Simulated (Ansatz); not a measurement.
Bond stretch in GaH (anion, charge -1), lowest doublet found (which spin is the ground state isn't settled by this scan).

Methods: ROHF/aug-cc-pVTZ (Ansatz, an electronic-structure program); ROMP2 = MP2 on ROHF/aug-cc-pVTZ, cores with 3d frozen (Ansatz); ROCCSD = CCSD on ROHF/aug-cc-pVTZ, cores with 3d frozen (Ansatz); ROCCSD(T) = CCSD(T) on ROHF/aug-cc-pVTZ, cores with 3d frozen run with Ansatz; UHF/aug-cc-pVTZ (Ansatz); UMP2 = MP2 on UHF/aug-cc-pVTZ, cores with 3d frozen run with Ansatz; UCCSD = CCSD on UHF/aug-cc-pVTZ, cores with 3d frozen run with Ansatz; UCCSD(T) = CCSD(T) on UHF/aug-cc-pVTZ, cores with 3d frozen (Ansatz); ROCCSDT = CCSDT on ROHF/aug-cc-pVTZ, cores with 3d frozen (Ansatz); UKS-B3LYP = Ansatz with unrestricted B3LYP/aug-cc-pVTZ; UKS-PBE = Ansatz with unrestricted PBE/aug-cc-pVTZ; FCI = full CI/aug-cc-pVTZ, cores with 3d frozen in Ansatz.

All curves are set to zero at 1.72 Å and compared with full CI in the same basis at 1.72, 1.82, 1.91, 2.06, 2.25, 2.43, 2.69, 3.00, 3.38, 3.86, 4.47, 5.17 Å.

Which method stays most parallel to full CI over these points, and which least?

ROCCSDT has the smallest spread and UHF the largest. In order (kcal/mol): ROCCSDT 0.05, ROCCSD(T) 0.30, UCCSD 0.89, UCCSD(T) 1.12, ROCCSD 1.31, ROMP2 3.25, ROHF 4.13, UKS-B3LYP 5.39, UKS-PBE 6.27, UMP2 7.82, UHF 8.64.

Errors against full CI at some of the points (kcal/mol):

```json
[
 {"method": "ROCCSDT", "2.06 Å": "0.0", "2.69 Å": "0.0", "3.38 Å": "0.0", "4.47 Å": "0.0", "5.17 Å": "0.0"},
 {"method": "ROCCSD(T)", "2.06 Å": "0.1", "2.69 Å": "0.2", "3.38 Å": "0.3", "4.47 Å": "0.2", "5.17 Å": "0.0"},
 {"method": "UCCSD", "2.06 Å": "0.2", "2.69 Å": "0.5", "3.38 Å": "0.5", "4.47 Å": "0.4", "5.17 Å": "0.9"},
 {"method": "UCCSD(T)", "2.06 Å": "0.1", "2.69 Å": "0.2", "3.38 Å": "0.4", "4.47 Å": "0.1", "5.17 Å": "-0.7"},
 {"method": "ROCCSD", "2.06 Å": "0.2", "2.69 Å": "0.5", "3.38 Å": "0.3", "4.47 Å": "-0.4", "5.17 Å": "-0.9"},
 {"method": "ROMP2", "2.06 Å": "0.8", "2.69 Å": "2.5", "3.38 Å": "3.3", "4.47 Å": "2.9", "5.17 Å": "2.4"},
 {"method": "ROHF", "2.06 Å": "1.2", "2.69 Å": "1.9", "3.38 Å": "0.9", "4.47 Å": "-1.2", "5.17 Å": "-2.2"},
 {"method": "UKS-B3LYP", "2.06 Å": "0.1", "2.69 Å": "-0.4", "3.38 Å": "-1.2", "4.47 Å": "-3.6", "5.17 Å": "-5.3"},
 {"method": "UKS-PBE", "2.06 Å": "-0.3", "2.69 Å": "-0.9", "3.38 Å": "-1.6", "4.47 Å": "-4.2", "5.17 Å": "-6.3"},
 {"method": "UMP2", "2.06 Å": "0.9", "2.69 Å": "2.9", "3.38 Å": "6.8", "4.47 Å": "7.8", "5.17 Å": "7.7"},
 {"method": "UHF", "2.06 Å": "1.1", "2.69 Å": "1.5", "3.38 Å": "-1.2", "4.47 Å": "-5.2", "5.17 Å": "-7.0"}
]
```

Where the anion isn't bound against loss of the electron, the finite basis alone holds it. The T1 diagnostic of CCSD on the restricted reference of ROMP2, ROCCSD, ROCCSD(T), ROCCSDT exceeds 0.045 at 3.86 to 5.17 Å. The unrestricted determinant behind UHF, UMP2, UCCSD, UCCSD(T) is spin-contaminated at 1.09 to 1.41, 3.00 to 5.17 Å (<S²> up to 1.7, against 0.75 for a pure doublet). The unrestricted determinant behind UKS-B3LYP, UKS-PBE is spin-contaminated at 3.86 to 5.17 Å (<S²> up to 1.1, against 0.75 for a pure doublet). Also computed but left out beside FCI, since their determinant holds another spin at the minimum (<S²> over 0.7 above the pure value): UHF/STO-3G.
